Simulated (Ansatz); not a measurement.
Reaction (formal exchange of groups at the Si–N bond): `[SiH3]/N=C1\C[SiH2]1` + `C#C` → `C#C[SiH3]` + `N=C1C[SiH2]1`

Computed with Ansatz on PBE0-D4/def2-TZVP structures; ΔE is electronic, products minus reactants. CBS: MP2 limit from def2 TZ/QZ plus the TZ coupled-cluster correction, frozen cores. This one scheme is used for every species. One conformer a species, not always the lowest.

```
               species  MP2/def2-QZVPP energy (Eh)
`[SiH3]/N=C1\C[SiH2]1`                  -712.96781
                 `C#C`                   -77.18337
           `C#C[SiH3]`                  -367.44643
        `N=C1C[SiH2]1`                  -422.70466
```

Problem. Work out ΔE.

Solution. ΔE = (-367.44643) + (-422.70466) − (-712.96781) − (-77.18337) = 0.00009 Eh = +0.2 kJ/mol. CCSD(T)/CBS gives -1.9 kJ/mol.

Largest T1 diagnostic among the species: 0.014.

The D4 term adds +6.0 kJ/mol with B3LYP and +3.5 kJ/mol with PBE0; it sums over pairs of atoms, weighted by their polarisabilities, and B3LYP, whose exchange is more repulsive, gets the larger term.

B3LYP here is the variant with VWN-RPA as its local correlation; programs differ in this.
